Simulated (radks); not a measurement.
Q: Radial electron density D(r) = 4 pi r^2 rho(r) of an atom or ion with 13 electrons. All-electron calculation, scalar-relativistic Kohn-Sham, r2SCAN, spin-polarised, spherical densities, finite nucleus; meta-GGA in the generalised Kohn-Sham scheme; Fermi nuclear charge, rms radius of each element as measured or else 0.836 A^(1/3) + 0.57 fm. Program: a radial shooting solver on a logarithmic mesh with Libxc functionals.

```
   r/bohr * D(r) (the largest magnitude, 32, reaches the edge; | marks zero)
 0.006908 |       *
 0.007914 |         *
 0.009067 |            *
  0.01047 |               *
    0.012 |                  *
  0.01374 |                      *
  0.01575 |                          *
  0.01804 |                               *
  0.02067 |                                   *
  0.02368 |                                        *
  0.02713 |                                            *
  0.03133 |                                                *
   0.0359 |                                                  *
  0.04113 |                                                   *
  0.04712 |                                                  *
  0.05398 |                                                *
  0.06185 |                                             *
  0.07085 |                                         *
  0.08118 |                                      *
  0.09375 |                                     *
   0.1074 |                                      *
   0.1231 |                                         *
    0.141 |                                              *
   0.1615 |                                                   *
   0.1851 |                                                      *
    0.212 |                                                      *
   0.2429 |                                                  *
   0.2805 |                                         *
   0.3214 |                               *
   0.3682 |                     *
   0.4218 |             *
   0.4833 |         *
   0.5537 |       *
   0.6344 |      *
   0.7268 |     *
   0.8394 |    *
   0.9616 |  *
    1.102 | *
    1.262 |*
    1.446 *
    1.657 *
    1.898 *
    2.175 *
    2.511 *
    2.877 *
    3.297 *
    3.777 |*
    4.327 |*
    4.957 *
     5.68 *
    6.507 *
    7.515 *
```

What is the nuclear charge?

A: Z = 25. The innermost maximum, from 1s, lies near gamma/Z bohr with gamma = sqrt(1 - (Z/c)^2) = 0.983, here 0.0393 bohr (found: 0.0418), and its height grows with Z. The density is that of the manganese ion Mn12+ in [Ne] 3s2 6d1; the configuration itself is not fixed sharply by these data, and Z only to about a unit. D(r) has 4 maxima, at r = 0.0418, 0.197, 2.12, 4.03 bohr, and minima at 0.0953, 1.60 bohr, inside which lie 2.14, 12.09 electrons.
